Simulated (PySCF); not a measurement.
# Relaxation of quintet RuH₄

Method: UPBE0/[Ru def2-TZVP with ECP28, H def2-TZVP], scalar-relativistic core potentials, density fitting, no spin–orbit coupling, PySCF. A (50,194) grid was used.

A start displaced from a saddle point along its imaginary mode, of Cs symmetry, held to at least that symmetry:

```xyz
5
charge 0 multiplicity 5, angstrom
Ru    0.0000   -0.0018   -0.0225
H     0.0001    1.5152    0.6033
H     0.0001   -1.5715    0.5330
H     1.5434    0.1200    0.5679
H    -1.5433    0.1200    0.5684
```

(1) What does it relax to?

(2) How much energy is released, and in how many steps?

Results:

(1) It ends at Cs with Ru–H 1.605 Å, Ru–H 1.655 Å (×2), Ru–H 1.675 Å; H–Ru–H 64.9° (×2), H–Ru–H 112.3° (×2), H–Ru–H 128.9°, H–Ru–H 141.0°. A frequency run shows a minimum. Other isomers or separated fragments may lie lower.

(2) 12.7 kJ/mol in 13 steps.

Other spin states or occupations of the open shell can lie lower. At this level a singlet minimum of C4v symmetry lies 211 kJ/mol below this structure.
